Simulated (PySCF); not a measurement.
Ionisation energy of Zr⁺ by level of theory

Zr⁺ [Kr] 4d2 5s1 (4F) → Zr²⁺ [Kr] 4d2 (3F), as a difference of total energies. Computed with PySCF 2.14 in def2-TZVPPD with the def2 core potential (28 electrons) (6s4p3d2f1g, 56 functions), with a scalar-relativistic core potential. Correlated levels: valence: 4s2 4p6 frozen; valence and next inner shell: nothing frozen outside the core potential. The calculations carry no spin-orbit coupling.

```
                                method  ionisation energy (eV)  difference from reference (eV)
                                   UHF                  12.300                          -0.830
                                   LDA                  13.677                          +0.547
                                   PBE                  13.433                          +0.303
                                  PBE0                  13.211                          +0.081
                                r2SCAN                  13.328                          +0.198
                               LC-wPBE                  12.891                          -0.239
                               wB97M-V                  12.916                          -0.214
                                revPBE                  13.319                          +0.189
                                M06-2X                  13.077                          -0.053
                         MP2 (valence)                  12.523                          -0.607
                     SCS-MP2 (valence)                  12.374                          -0.756
    MP2 (valence and next inner shell)                  13.020                          -0.110
SCS-MP2 (valence and next inner shell)                  12.804                          -0.326
```

Reference: 13.13 eV (measured; NIST Atomic Spectra Database, ionization energies).

The reference lies between the lowest fine-structure levels, while these numbers refer to the centres of the terms.

Errors of the correlated levels include the incompleteness of this basis and the frozen core.
